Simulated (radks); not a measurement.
The strontium ion Sr+ inside a hard spherical wall (all orbitals vanish at R), configuration held at [Kr] 5s1 and not refilled when levels cross. Calculated with a radial shooting solver on a logarithmic mesh with Libxc functionals: scalar-relativistic Kohn-Sham, r2SCAN, spin-unpolarised, spherical densities, finite nucleus; meta-GGA in the generalised Kohn-Sham scheme; Fermi nuclear charge, rms radius 4.224 fm. Eigenvalues in eV, with the zero of energy where the potential of the charges vanishes at infinity; a dash marks a level that is unbound or too diffuse for the functional's potential to be trusted. A positive occupied level is held by the wall or, in an anion where self-interaction has pushed it up, behind a barrier. The pressure on the wall is -dE/dV.

R (bohr),E (hartree),kinetic (hartree),e(3d),e(4s),e(4p),e(5s),"e(4d, empty)","e(5p, empty)",pressure (GPa)
free,-3179.76704,3260.886,-136.54,-48.659,-29.909,-8.216,-6.429,-5.215,0
7,-3179.74999,3260.994,-135.99,-48.141,-29.409,-7.534,-5.936,-3.773,0.864
5,-3179.62915,3261.486,-134.44,-46.772,-28.114,-3.725,-4.127,2.373,13.9
3.5,-3178.91197,3264.332,-128.87,-42.634,-23.926,14.115,2.826,25.693,234
2.5,-3175.29520,3277.638,-110.78,-28.653,-7.892,74.709,25.977,93.979,3180
2,-3167.44139,3302.534,-87.305,-3.960,20.829,170.81,63.003,195.45,15800
1.5,-3139.10549,3382.480,-36.658,78.103,111.89,433.94,166.17,461.73,112000
